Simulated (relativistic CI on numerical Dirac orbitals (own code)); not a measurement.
**Radial parameters of Gd34+**

Calculated at this level of theory: Dirac-Coulomb-Breit CI, separate exchange-only KLI orbitals for each configuration, model QED (radiative potential, 1s self-energy scaled to tabulated hydrogen-like ionisation energies), unscaled Slater integrals (own radial code, finite nucleus).

Slater integrals F^k, G^k are unscaled and averaged over j, outside the closed core [Ar] 3d10; ζ comes from projecting the Hamiltonian with its Breit term on Σ l·s of the shell.

- 4s4p: G^1(4s,4p) = 269330, ζ(4p) = 246100 cm⁻¹; <r>(4s) = 0.4863, <r^2>(4s) = 0.2657, <r>(4p) = 0.4964, <r^2>(4p) = 0.2787 (bohr units).
- 4p²: F^2(4p,4p) = 205850, ζ(4p) = 245930 cm⁻¹; <r>(4p) = 0.4967, <r^2>(4p) = 0.279 (bohr units).
- 4s4d: G^2(4s,4d) = 198280, ζ(4d) = 30601 cm⁻¹; <r>(4s) = 0.4865, <r^2>(4s) = 0.266, <r>(4d) = 0.4954, <r^2>(4d) = 0.2805 (bohr units).

Averages of the first 10 configurations, taken without configuration mixing, which lowers the lowest level and can move excited configurations by several eV; other configurations of the list can lie among them:

| Configuration | Parity | States | Average energy above the lowest level (eV) |
| --- | --- | --- | --- |
| 4s² | even | 1 | 2.0 |
| 4s4p | odd | 12 | 101.3 |
| 4p² | even | 15 | 209.8 |
| 4s4d | even | 20 | 243.8 |
| 4d² | even | 45 | 489.4 |
| 4s4f | odd | 28 | 378.2 |
| 4p4d | odd | 60 | 348.3 |
| 4f² | even | 91 | 756.7 |
| 4p4f | even | 84 | 482.9 |
| 4d4f | odd | 140 | 622.0 |
